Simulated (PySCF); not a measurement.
C4H12OSi, SMILES CC[Si@H](C)OC. Geometry: ωB97X-D3(BJ)/def2-SVP. The structure was generated by enumeration; whether it is a known compound was not checked. The values are those of a single conformer.

Task: Give the equilibrium geometry at ωB97X-D3(BJ)/def2-SVP (PySCF confirms it by a frequency run) as bond lengths and angles. (Estimate from the structure and the level; the computed values follow.)

Result: Several could match; the one computed here: 
Atoms: C1 C2 Si3 C4 O5 C6 H7 H8 H9 H10 H11 H12 H13 H14 H15 H16 H17 H18. Bonded distances (Å): C1–C2 1.534, C1–H7 1.102, C1–H8 1.102, C1–H9 1.102, C2–Si3 1.881, C2–H10 1.105, C2–H11 1.105, Si3–C4 1.877, Si3–O5 1.676, Si3–H12 1.490, C4–H13 1.102, C4–H14 1.103, C4–H15 1.102, O5–C6 1.404, C6–H16 1.102, C6–H17 1.107, C6–H18 1.107. Angles (°): C2–C1–H7 111.1, C2–C1–H8 111.1, C2–C1–H9 112.1, H7–C1–H8 106.9, H7–C1–H9 107.5, H8–C1–H9 107.8, C1–C2–Si3 113.1, C1–C2–H10 110.7, C1–C2–H11 110.5, Si3–C2–H10 108.2, Si3–C2–H11 108.6, H10–C2–H11 105.5, C2–Si3–C4 110.7, C2–Si3–O5 109.7, C2–Si3–H12 110.2, C4–Si3–O5 110.8, C4–Si3–H12 110.6, O5–Si3–H12 104.6, Si3–C4–H13 111.5, Si3–C4–H14 110.5, Si3–C4–H15 111.0, H13–C4–H14 107.6, H13–C4–H15 108.1, H14–C4–H15 108.0, Si3–O5–C6 123.3, O5–C6–H16 108.9, O5–C6–H17 112.1, O5–C6–H18 112.1, H16–C6–H17 107.8, H16–C6–H18 107.8, H17–C6–H18 107.9.
